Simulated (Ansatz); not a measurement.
Basis-set extrapolation for C2H8O2Si2 (`C=C[SiH](O)[SiH2]O`) (PBE0-D4/def2-TZVP geometry, frozen core, Ansatz). Multiplicity 1, RHF reference.

```tsv
	def2-TZVPP	def2-QZVPP
HF	-808.181070	-808.210260
MP2 correlation	-1.045656	-1.125061
CCSD(T) correlation	-1.140905	not run
```

Energies in hartree. Use E(X) = E(∞) + A·exp(−7.88·√X) for Hartree–Fock and E(X) = E(∞) + B·X^(−2.97) for correlation, with X = 3 and 4, and add CCSD(T) minus MP2 of the smaller set to the MP2 limit.

**Question.** What is the CCSD(T) energy at the basis-set limit?

**Answer.** HF limit: -808.210260 + (-0.029190) × 0.13774 = -808.21428. MP2 limit: -1.125061 + (-0.079405) × 0.74074 = -1.18388. Higher-order term: -1.140905 − (-1.045656) = -0.09525. Total: -809.49341 hartree, 107.6 kcal/mol below CCSD(T)/def2-TZVPP.
